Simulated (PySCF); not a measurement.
**The first ionisation energy along the 4p block**

All values are computed (PySCF 2.14, energy differences of UHF-based or UKS calculations, no spin-orbit coupling). Values in eV. The last column holds reference values (NIST; (s) semi-empirical, (t) theoretical, else measured). Unmarked ones compare directly (S terms, centres of terms, or small fine structure); those marked * lie between the lowest fine-structure levels and include a spin-orbit shift.

```tsv
element	configurations	UHF	MP2 (valence)	SCS-MP2 (valence)	CCSD (valence)	CCSD(T) (valence)	M06-2X	reference
Ga (def2-TZVP, non-relativistic)	[Ar] 3d10 4s2 4p1 → [Ar] 3d10 4s2	5.553	5.756	5.739	5.816	5.839	n/a	5.931
Ge (def2-TZVP, non-relativistic)	[Ar] 3d10 4s2 4p2 → [Ar] 3d10 4s2 4p1	7.439	7.781	7.708	7.808	7.835	7.744	7.925
As (def2-TZVP, non-relativistic)	[Ar] 3d10 4s2 4p3 → [Ar] 3d10 4s2 4p2	9.450	9.925	9.780	9.888	9.920	9.778	10.008
Se (def2-TZVP, non-relativistic)	[Ar] 3d10 4s2 4p4 → [Ar] 3d10 4s2 4p3	8.587	9.248	9.313	9.362	9.390	9.610	9.635
Br (def2-TZVP, non-relativistic)	[Ar] 3d10 4s2 4p5 → [Ar] 3d10 4s2 4p4	10.761	11.570	11.567	11.570	11.604	11.703	11.844
```

Which of these methods has the smallest mean absolute error against the measured values here?

M06-2X, with 0.144 eV.

```tsv
method	elements	mean error (eV)	mean absolute error (eV)	largest error (eV)
UHF	5	-0.711	0.711	-1.083
MP2 (valence)	5	-0.213	0.213	-0.387
SCS-MP2 (valence)	5	-0.247	0.247	-0.323
CCSD (valence)	5	-0.180	0.180	-0.274
CCSD(T) (valence)	5	-0.151	0.151	-0.245
M06-2X	4	-0.144	0.144	-0.230
```

Errors include the incompleteness of the basis and the frozen core.

"Valence" correlates the outer s and p shells and, in groups 3 to 12 and the f block, the outer d or f shell, open or full, or the next shell where the ion has no valence electron left; the wider scheme adds the next inner shell.
